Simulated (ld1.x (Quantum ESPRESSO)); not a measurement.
**Before and after: TM potential for indium (In)**

* Element: In (Z = 49)
* Generator: ld1.x (Quantum ESPRESSO) 7.5
* Type: norm-conserving Troullier–Martins (Kleinman–Bylander form)
* Functional: LDA (PZ)
* Relativity: fully relativistic
* Frozen core: [Kr]
* Valence charge: 13
* Reference configuration: 4d10 5s2 5p1
* Partial waves: 5p (bound): rc 2.80 bohr; 4d (bound): rc 1.85 bohr; 5s (bound): rc 2.20 bohr
* Local potential: the s channel
* Core correction: a·sin(br)/r model core, default radius (core density twice the valence density)

Open shells are filled in proportion to 2j + 1 (rel_dist='average').

Change: wave 4d (bound): rc 1.85 bohr becomes 4d (bound): rc 2.04 bohr.

Cutoffs: the cutoffs (Ry, on a coarse ladder) from which the occupation-weighted sum of valence levels, in a spherical-Bessel basis at the reference potential, stays within 10 and 1 mRy of its value at 400 Ry; they do not see the model core or the augmentation charge, which bear on the density cutoff. Errors are all-electron minus pseudo energies relative to the spin-unpolarised reference configuration.

Task: What does the change do?

Result: The potential gets softer (70 Ry and 110 Ry → 60 Ry and 100 Ry); the errors of the 7 common tests hardly move; neither file shows a bound ghost. A larger radius leaves more room for a smooth pseudo-wave, so fewer plane waves are needed.

```tsv
quantity	base	changed
cutoff, loose	70 Ry	60 Ry
cutoff, tight	110 Ry	100 Ry
loose cutoff by channel (10 mRy a level)	p 6 Ry, d 55 Ry, s 8 Ry	p 6 Ry, d 50 Ry, s 8 Ry
bound ghosts	none	none
error for 4d10 5s2 5p0, meV [ΔE 5.61 eV]	-0.9	-0.8
error for 4d10 5s1 5p0, meV [ΔE 25.27 eV]	-9.8	-9.0
error for 4d10 5s0 5p0, meV [ΔE 54.01 eV]	-50	-47
error for 4d10 5s0 5p3, meV [ΔE 12.13 eV]	-3.1	-3.0
error for 4d9 5s2 5p2, meV [ΔE 18.18 eV]	-251	-215
error for 4d10 5s2 5p0.5, meV [ΔE 2.05 eV]	-0.1	-0.1
error for 4d10 5s2 5p1.3, meV [ΔE -0.58 eV]	+0.1	+0.1
s: phases at 3.05 bohr within 0.05 rad from the reference energy up to (Ry; the scan ends near 5)	1.8	1.8
p1/2: phases at 3.05 bohr within 0.05 rad from the reference energy up to (Ry; the scan ends near 5)	2.7	2.7
p3/2: phases at 3.05 bohr within 0.05 rad from the reference energy up to (Ry; the scan ends near 5)	2.6	2.6
d3/2: phases at 3.05 bohr within 0.05 rad from the reference energy up to (Ry; the scan ends near 5)	0.3	0.3
d5/2: phases at 3.05 bohr within 0.05 rad from the reference energy up to (Ry; the scan ends near 5)	0.4	0.4
```
